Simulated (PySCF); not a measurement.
**TDDFT excited states: C2H9FN2Si**

Species: C₂H₉FN₂Si.
Z-matrix (Å and degrees, GFN2-xTB geometry), rows numbered from 1:
```
N 
Si  1  1.7273
N   2  1.7227  1  103.71
C   2  1.9170  1  104.46  3  -122.62
C   4  1.5143  2  111.74  1   145.53
F   5  1.3796  4  110.94  2    55.09
H   1  1.0070  2  116.55  3   -52.07
H   1  1.0070  2  117.91  3   174.69
H   2  1.4668  1  118.55  3   115.69
H   3  1.0064  2  117.60  1  -177.12
H   3  1.0071  2  118.94  1   -39.74
H   4  1.0897  2  110.36  1   -93.49
H   4  1.0890  2  111.26  1    25.40
H   5  1.0965  4  112.73  2   173.83
H   5  1.0951  4  111.27  2   -62.72
```

Theory: PySCF 2.14.0, density-fitted response routines, TDDFT B3LYP/def2-SVPD, vertical, gas phase, core orbitals frozen in the response.

```json
{"state": "S1", "E (eV)": "6.30", "λ (nm)": "196.7", "ν̃ (cm⁻¹)": "50830", "f": "0.039", "main configurations (H = HOMO, L = LUMO)": "H→L (89%)"}
{"state": "S2", "E (eV)": "6.40", "λ (nm)": "193.6", "ν̃ (cm⁻¹)": "51660", "f": "0.015", "main configurations (H = HOMO, L = LUMO)": "H-1→L (58%), H→L+1 (25%), H-1→L+1 (12%)"}
{"state": "S3", "E (eV)": "6.57", "λ (nm)": "188.7", "ν̃ (cm⁻¹)": "52990", "f": "0.0065", "main configurations (H = HOMO, L = LUMO)": "H→L+1 (65%), H-1→L (24%)"}
{"state": "S4", "E (eV)": "6.87", "λ (nm)": "180.4", "ν̃ (cm⁻¹)": "55420", "f": "0.016", "main configurations (H = HOMO, L = LUMO)": "H-1→L+1 (79%), H-1→L (14%)"}
{"state": "S5", "E (eV)": "7.23", "λ (nm)": "171.6", "ν̃ (cm⁻¹)": "58290", "f": "0.023", "main configurations (H = HOMO, L = LUMO)": "H→L+2 (91%)"}
{"state": "S6", "E (eV)": "7.48", "λ (nm)": "165.7", "ν̃ (cm⁻¹)": "60350", "f": "0.0010", "main configurations (H = HOMO, L = LUMO)": "H-1→L+2 (91%)"}
{"state": "S7", "E (eV)": "7.63", "λ (nm)": "162.4", "ν̃ (cm⁻¹)": "61580", "f": "0.035", "main configurations (H = HOMO, L = LUMO)": "H→L+3 (94%)"}
{"state": "S8", "E (eV)": "7.92", "λ (nm)": "156.6", "ν̃ (cm⁻¹)": "63840", "f": "0.033", "main configurations (H = HOMO, L = LUMO)": "H→L+4 (85%)"}
```

Triplets, Tamm–Dancoff:

```csv
state,E (eV),λ (nm),"main configurations (H = HOMO, L = LUMO)"
T1,6.05,204.8,"H→L (64%), H→L+1 (22%)"
T2,6.10,203.1,"H-1→L (51%), H-1→L+1 (28%), H→L+1 (10%)"
T3,6.44,192.4,"H→L+1 (63%), H→L (16%), H-1→L (14%)"
```

The lowest singlet lies at 6.30 eV (197 nm, vacuum ultraviolet) and is of moderate strength; its leading configuration is HOMO→LUMO (89%). The lowest level is also the most intense of those listed (f = 0.039). Löwdin shares by element: HOMO nitrogen 48% or more, carbon 13% or more, silicon 13%, hydrogen 6% or more (atoms not listed hold the other 21%); LUMO silicon 27%, hydrogen 19% or more, nitrogen 8% or more (atoms not listed hold the other 45%). The oscillator strengths of these states sum to 0.169; summed over the whole spectrum of an exact calculation they would give the number of electrons, 58 (Thomas–Reiche–Kuhn). The listed states span 1.61 eV, and the widest gap between neighbours is 0.36 eV (S4 to S5). Orbital energies (eV): HOMO-3 -9.27, HOMO-2 -8.74, HOMO-1 -7.27, HOMO -7.02, LUMO 0.20, LUMO+1 0.43, LUMO+2 1.01. No computed singlet lies in the visible range (380 to 750 nm); the lowest, at 197 nm, stands 3.04 eV above its violet end (3.26 eV). The window holds the lowest 8 singlets.

On one thread of an Arm Neoverse V2 (shared host), this took 22 s of wall time and 0.80 GiB of memory at its peak.

One conformer stands for the species.

Without π bonds the low states are Rydberg-like; a valence basis with one diffuse set may place them up to an eV too high.
